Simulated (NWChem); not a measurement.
Molecule: CBr2F2; SMILES FC(F)(Br)Br

Computed with NWChem. Pople sets run with spherical d functions. Structure relaxed at the PBE0/def2-SVP level.

Task: Taking B3LYP/aug-cc-pVTZ as the yardstick, which of these has the fewest basis functions while keeping “dipole (D)” within 0.2 D of it: B3LYP/6-31G*; B3LYP/STO-3G; B3LYP/def2-SVPD; B3LYP/3-21G; B3LYP/def2-TZVP; B3LYP/def2-SVP?

Result: B3LYP/3-21G (a larger set in the list lies outside the tolerance).
```
level              basis functions  dipole (D)  relative time (rough)
-----------------  ---------------  ----------  ---------------------
B3LYP/STO-3G                    51        0.90                      1
B3LYP/3-21G                     71        0.39                      2
B3LYP/6-31G*                   106        0.17                      9
B3LYP/def2-SVP                 106        0.41                      5
B3LYP/def2-SVPD                148        0.53                     10
B3LYP/def2-TZVP                189        0.41                     10
B3LYP/aug-cc-pVTZ              256        0.46                     90
```

The yardstick is one finite set, not the basis-set limit.
